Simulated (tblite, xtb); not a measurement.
H3OSi (SMILES [OH+]=[SiH2]), charge +1, singlet, geometry from GFN2-xTB. Base run: xtb with GFN1-xTB.

Geometry (Å):
```xyz
5

O      0.9681    -0.2927    -0.0180
Si    -0.5267     0.1378     0.0085
H      1.9072    -0.0814    -0.0054
H     -0.9146     1.5335     0.0934
H     -1.3630    -1.0397    -0.0629
```
Charge +1, spin multiplicity 1.
All else is at xtb's defaults.
Base energy -7.76160 Eh.

Programs used: tblite, xtb; a row that names a program was run with it.

Each row names what was changed in the base input (with any setting that the change needs).

```json
[
 {"change": "base", "ΔE vs base (mEh)": "0.000", "HOMO-LUMO gap (eV)": "5.48", "SCF cycles": "10"},
 {"change": "alpb = acetonitrile", "ΔE vs base (mEh)": "___", "HOMO-LUMO gap (eV)": "5.46", "SCF cycles": "10"},
 {"change": "etemp = 3000", "ΔE vs base (mEh)": "-0.001", "HOMO-LUMO gap (eV)": "5.48", "SCF cycles": "10"},
 {"change": "acc = 1000", "ΔE vs base (mEh)": "0.041", "HOMO-LUMO gap (eV)": "5.46", "SCF cycles": "6"},
 {"change": "program = tblite; method = gfn1; option = --spin-polarized", "ΔE vs base (mEh)": "0.000", "HOMO-LUMO gap (eV)": "-", "SCF cycles": "-"},
 {"change": "program = tblite; method = gfn1; option = (--alpb, water)", "ΔE vs base (mEh)": "-88.568", "HOMO-LUMO gap (eV)": "-", "SCF cycles": "-"}
]
```

Complete the blanks.


- alpb = acetonitrile, ΔE vs base (mEh): -91.142

ALPB and GBSA are two models with their own fitted parameters for each solvent, which aren't always the measured dielectric constant.
